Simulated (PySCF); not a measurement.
CH4Si, charge +1, multiplicity 2. Atoms are numbered in the order given.

```xyz
6

C      0.0000     0.0000    -1.2091
Si     0.0000     0.0000     0.5861
H      0.0000     0.9212    -1.7838
H      0.0000    -0.9212    -1.7838
H      0.0000    -1.2751     1.3084
H      0.0000     1.2751     1.3084
```
Charge +1, spin multiplicity 2.

The structure is a stationary point at B3LYP-D3(BJ)/def2-TZVP. The multiplicity is an assumed one; other spin states were not compared.

Calculation: CAM-B3LYP/def2-TZVPD run with PySCF.

Gas-phase values at a fixed geometry.

**Question.** Estimate the frontier levels, dipole moment and polarisability. (The exact figures need the calculation; the answer reports its results.)

**Answer.** 
```json
{
 "α spin, highest occupied and lowest empty level": "-15.84 and -7.36 eV",
 "β spin, highest occupied and lowest empty level": "-18.15 and -9.48 eV",
 "dipole_moment_about_the_centre_of_nuclear_charge": "0.29 D",
 "mean_static_polarisability": "32.6 bohr³ (4.83 Å³)",
 "polarisability_principal_values": "24.2, 30.8, 42.9 bohr³",
 "⟨S²⟩": "0.752 (pure state 0.75)"
}
```
